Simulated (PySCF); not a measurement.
Cartesian coordinates in Å; atom numbers follow the order of the lines, from 1:
```xyz
14

B    -1.988    0.663    1.024
C    -1.170   -0.151   -0.023
C     0.296   -0.383    0.296
Cl    1.001   -1.584   -0.871
C     1.103    0.871    0.226
C     1.735    1.414    1.267
H    -1.585    0.822    2.154
H    -3.082    1.084    0.730
H    -1.706   -1.126   -0.047
H    -1.292    0.242   -1.047
H     0.405   -0.846    1.287
H     1.131    1.358   -0.756
H     1.724    0.939    2.253
H     2.287    2.352    1.171
```

Geometry: PBE0-D3(BJ)/def2-SVP; GIAO shifts from PySCF 2.14.0 with density-fitted response routines, gas phase, non-relativistic, averaged over equivalent atoms.

At B3LYP/pcSseg-1 (149 basis functions, 13 s wall time on 1 thread of an Arm Neoverse V2, shared host):
```tsv
atoms	δ (ppm)
B1	88.2
C5	152.2
C6	121.3
C3	71.0
C2	49.8
Cl4	232.1
H7/H8	7.40
H12	5.79
H13	5.39
H14	5.12
H11	4.44
H10	2.76
H9	1.74
```

References, each an isolated molecule treated in the same way: ¹¹B (σ = 97.83 ppm) vs BF3·OEt2; TMS for ¹³C (σ = 179.24 ppm), ¹H (σ = 31.38 ppm); ³⁵Cl (σ = 930.46 ppm) against HCl.

Problem. Predict the values at PBE0/def2-TZVP on the same geometry.

Solution. 
```json
{"atoms": "B1", "δ at PBE0/def2-TZVP": "85.9", "change": "-2.3"}
{"atoms": "C5", "δ at PBE0/def2-TZVP": "150.8", "change": "-1.4"}
{"atoms": "C6", "δ at PBE0/def2-TZVP": "119.8", "change": "-1.5"}
{"atoms": "C3", "δ at PBE0/def2-TZVP": "69.4", "change": "-1.6"}
{"atoms": "C2", "δ at PBE0/def2-TZVP": "48.7", "change": "-1.1"}
{"atoms": "Cl4", "δ at PBE0/def2-TZVP": "227.9", "change": "-4.2"}
{"atoms": "H7/H8", "δ at PBE0/def2-TZVP": "7.67", "change": "+0.27"}
{"atoms": "H12", "δ at PBE0/def2-TZVP": "6.03", "change": "+0.24"}
{"atoms": "H13", "δ at PBE0/def2-TZVP": "5.47", "change": "+0.08"}
{"atoms": "H14", "δ at PBE0/def2-TZVP": "5.19", "change": "+0.07"}
{"atoms": "H11", "δ at PBE0/def2-TZVP": "4.79", "change": "+0.35"}
{"atoms": "H10", "δ at PBE0/def2-TZVP": "2.86", "change": "+0.10"}
{"atoms": "H9", "δ at PBE0/def2-TZVP": "1.81", "change": "+0.07"}
```

Shifts are taken against calculated references (same method and geometry level): ¹¹B (102.62 ppm) against BF3·OEt2; ¹³C (186.65 ppm) and ¹H (31.48 ppm) against TMS; HCl for ³⁵Cl (932.72 ppm).

The largest change is at Cl4 (chlorine bonded to C). Cost: 240 basis functions, 37 s wall time on 1 thread of an Arm Neoverse V1, shared host. The order of the carbon signals is the same at both levels.

A carbon bonded to boron is broadened by the quadrupolar boron nucleus and is often missing from a measured spectrum. Carbons that carry Cl, above all several Cl atoms, come out too deshielded, partly because spin–orbit coupling is missing.
